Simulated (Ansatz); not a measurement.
`O[SiH]([SiH3])[TeH]` → `O[SiH]` + `[SiH3][TeH]` at 700 K and 1 bar (silylene formation by 1,1-elimination).

Isolated molecules relaxed with PBE0-D4/def2-TZVP in Ansatz; ΔE leaves out vibrations. CCSD(T)/CBS adds triple-zeta CCSD(T) − MP2 to the extrapolated MP2 energy (def2 sets, frozen cores). This one scheme is used for every species. def2 core potentials past Kr. For Te outer-core shells are correlated without core-valence functions, which leaves a few kJ/mol of doubt a bond. Each species was taken in one conformer, which may not be the lowest.

```csv
species,CCSD(T)/CBS energy (Eh),H − E (kJ/mol),S (J/(mol·K))
`O[SiH]([SiH3])[TeH]`,-924.72516,231.6,518.4
`O[SiH]`,-365.43832,87.6,287.3
`[SiH3][TeH]`,-559.21313,131.1,368.4
```

H − E and S are ideal-gas, rigid-rotor, harmonic terms from PBE0-D4/def2-TZVP, for one conformer and one mirror image of each species. 1 Eh = 2625.50 kJ/mol, R = 8.31446 J/(mol·K).

**Question.** By hand: ΔE, ΔH, ΔS and ΔG.

**Answer.** ΔE = (-365.43832) + (-559.21313) − (-924.72516) = 0.07371 Eh = 193.5 kJ/mol. Δ(H − E) = 87.6 + 131.1 − 231.6 = -12.9, so ΔH = 180.6 kJ/mol. ΔS = 287.3 + 368.4 − 518.4 = 137.3 J/(mol·K). ΔG = 180.6 − 700 × (137.3)/1000 = 84.5 kJ/mol.

**Question.** By hand: the equilibrium constant, and the temperature at which ΔG would vanish if ΔH and ΔS stayed fixed.

**Answer.** log₁₀ K = −ΔG/(RT ln 10) = -6.3. ΔG = 0 at ΔH/ΔS = 1315 K.

The number of gas molecules changes by +1, which sets the sign of ΔS. A doubt of 5 kJ/mol in ΔE shifts log₁₀ K by 0.4 here. Other conformers and mirror images would add mixing entropy, several J/(mol·K) or more a flexible species. These are equilibria of isolated gas molecules and say nothing of rates. Largest T1 diagnostic: 0.016 (customary marks: 0.02 for closed shells, 0.045 for open ones).
